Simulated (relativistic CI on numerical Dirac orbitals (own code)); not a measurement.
**Ligand-field terms of d3**

Computed with a parametric ligand-field model of a d^n configuration (Racah B and C, spin-orbit zeta, crystal field), exact diagonalisation.

Field parameters in Wybourne normalisation: Td as Oh with Dq negative (B⁴₀ = 21Dq, B⁴₄ = √(5/14) B⁴₀). The field is a parameter set, without covalency.

B = 600 cm⁻¹, C = 2120 cm⁻¹ (C/B = 3.53), Td, no spin-orbit coupling. Tanabe-Sugano data, E/B above the lowest term (Δ = |10Dq|; b, c mark the second and third term of a kind):

| Δ/B | 4T1 | 4T2 | 4A2 | 2E | 2T2 | 2T1 |
| --- | --- | --- | --- | --- | --- | --- |
| 1.0 | 0.00 | 0.81 | 1.81 | 14.90 | 14.98 | 15.18 |
| 1.9 | 0.00 | 1.56 | 3.46 | 14.67 | 15.27 | 15.52 |
| 2.8 | 0.00 | 2.31 | 5.11 | 14.15 | 15.50 | 15.73 |
| 3.7 | 0.00 | 3.09 | 6.79 | 13.47 | 15.68 | 15.86 |
| 4.6 | 0.00 | 3.87 | 8.47 | 12.72 | 15.83 | 15.92 |
| 5.5 | 0.00 | 4.66 | 10.16 | 11.91 | 15.93 | 15.95 |
| 6.4 | 0.00 | 5.46 | 11.86 | 11.08 | 16.02 | 15.96 |
| 7.3 | 0.00 | 6.27 | 13.57 | 10.24 | 16.07 | 15.95 |
| 8.2 | 0.00 | 7.09 | 15.29 | 9.38 | 16.12 | 15.93 |
| 9.1 | 0.00 | 7.91 | 17.01 | 8.51 | 16.15 | 15.91 |
| 10.0 | 0.00 | 8.74 | 18.74 | 7.64 | 16.17 | 15.88 |
| 10.9 | 0.00 | 9.57 | 20.47 | 6.76 | 16.18 | 15.85 |
| 11.8 | 0.00 | 10.41 | 22.21 | 5.88 | 16.19 | 15.82 |
| 12.7 | 0.00 | 11.25 | 23.95 | 4.99 | 16.19 | 15.79 |
| 13.6 | 0.00 | 12.09 | 25.69 | 4.11 | 16.19 | 15.76 |
| 14.5 | 0.00 | 12.94 | 27.44 | 3.22 | 16.19 | 15.73 |
| 15.4 | 0.00 | 13.80 | 29.20 | 2.33 | 16.18 | 15.70 |
| 16.3 | 0.00 | 14.65 | 30.95 | 1.44 | 16.18 | 15.67 |
| 17.2 | 0.00 | 15.51 | 32.71 | 0.55 | 16.17 | 15.64 |
| 18.1 | 0.34 | 16.71 | 34.81 | 0.00 | 16.50 | 15.95 |
| 19.0 | 1.23 | 18.46 | 37.46 | 0.00 | 17.39 | 16.82 |
| 19.9 | 2.12 | 20.22 | 40.12 | 0.00 | 18.27 | 17.69 |
| 20.8 | 3.01 | 21.98 | 42.78 | 0.00 | 19.15 | 18.56 |
| 21.7 | 3.91 | 23.74 | 45.44 | 0.00 | 20.04 | 19.43 |

The ground term changes from 4T1 to 2E between Δ/B = 17.2 and 18.1.
